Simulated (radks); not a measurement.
Values are calculated unless marked as measured or tabulated.
Ionisation of neutral manganese, [Ar] 3d5 4s2, to [Ar] 3d5 4s1 as the strength of local exchange is varied. Code: a radial shooting solver on a logarithmic mesh with Libxc functionals. Model: scalar-relativistic Kohn-Sham, Slater X-alpha exchange (alpha = 2/3 is LDA exchange), no correlation, spin-polarised, spherical densities, point nucleus; open shells are filled with parallel spins first.

| alpha | E(Mn) (hartree) | exchange (hartree) | IE (eV) | -e of the level emptied (eV) | <r> of it (bohr) |
|---|---|---|---|---|---|
| 0.667 | -1154.30475 | -47.88594 | 6.062 | 3.525 (4s) | 3.444 |
| 0.686 | -1155.67045 | -49.30964 | 6.138 | 3.612 (4s) | 3.430 |
| 0.734 | -1159.12799 | -52.92078 | 6.335 | 3.838 (4s) | 3.395 |
| 0.745 | -1159.92183 | -53.75124 | 6.381 | 3.891 (4s) | 3.387 |
| 0.813 | -1164.84141 | -58.90892 | 6.673 | 4.227 (4s) | 3.337 |
| 1.011 | -1179.28553 | -74.16033 | 7.590 | 5.288 (4s) | 3.193 |

NIST Atomic Spectra Database: 7.434 eV (measured). The Delta-SCF value meets it near alpha = 0.98. Open shells are spherical and high-spin; term and fine-structure splittings are not resolved.
